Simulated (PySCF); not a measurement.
BeFHO, SMILES [Be]([F])[OH].

Coordinates come from a TPSSh-D3(BJ)/def2-TZVP optimisation. The values are those of a single conformer.

Two levels are set side by side: PBE/def2-TZVPD (PySCF) and M06-2X/def2-TZVPD (PySCF). Same geometry, gas phase. Differences are taken from unrounded values.

```tsv
quantity	PBE
orbital gap (eV)	6.51
highest occupied level (eV)	-7.85
lowest empty level (eV)	-1.34
dipole moment (D)	1.86
mean polarisability (bohr³)	20.3
```

**Question.** These are the PBE values. What does M06-2X give? (The exact figures need the calculation; the answer reports its results.)

**Answer.** 
```tsv
quantity	M06-2X	PBE minus M06-2X
orbital gap (eV)	10.85	-4.34
highest occupied level (eV)	-11.36	3.51
lowest empty level (eV)	-0.51	-0.83
dipole moment (D)	1.96	-0.10
mean polarisability (bohr³)	17.8	2.5
```

PBE's occupied levels lie high since its potential decays too fast outside the molecule; exact exchange lowers them and widens the gap. PBE's more diffuse valence density responds more strongly to a field. Differences between two approximate levels are no errors against the true value.

Rough cost on one machine, each run with all the roots and properties that it gave: M06-2X against PBE about 4 times.
